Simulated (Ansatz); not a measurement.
A made-up structure of CHSiZn, doublet:

```
4
angstrom
C -0.1938 0.3473 -0.2259
Si -1.4193 -0.4380 0.5820
Zn 1.2514 -0.9505 0.4897
H -1.7636 -1.7063 1.1197
```

It is relaxed with PBE-D4/def2-SVP and then PBE0-D4/def2-TZVP (Ansatz 0.2.0). Atoms count as bonded within 1.22 times the sum of their covalent radii (H–H: 0.88 Å). The end point is not checked to be a true minimum.

Does its bonding change? (Judge from chemistry; the calculation decides.)

The calculation gives: Yes. Formed: none; broken: Si2–Zn3.

Where it ends: The first stage lowers the energy by 0.64 eV in 11 steps. It ends as CHSiZn ([SiH][C][Zn]):
```
atom    x (Å)    y (Å)    z (Å)
  C1  -0.0081  -0.3974   0.2534
 Si2  -1.2520  -1.2433   0.9521
 Zn3   1.8655   0.0118  -0.0689
  H4  -2.7305  -1.1187   0.8288
```

Labels in which every atom is bracketed show which atoms are joined, not bond orders.

For scale, one of the runs: PBE0-D4/def2-TZVP relaxation, 122 basis functions, launched by `ansatz run in.yaml --threads 2 --pin off --events-out ev --progress --plain --max-ram 4352MiB`. The run took about 73 s on 2 CPU threads of an Arm Neoverse V2 (shared host).
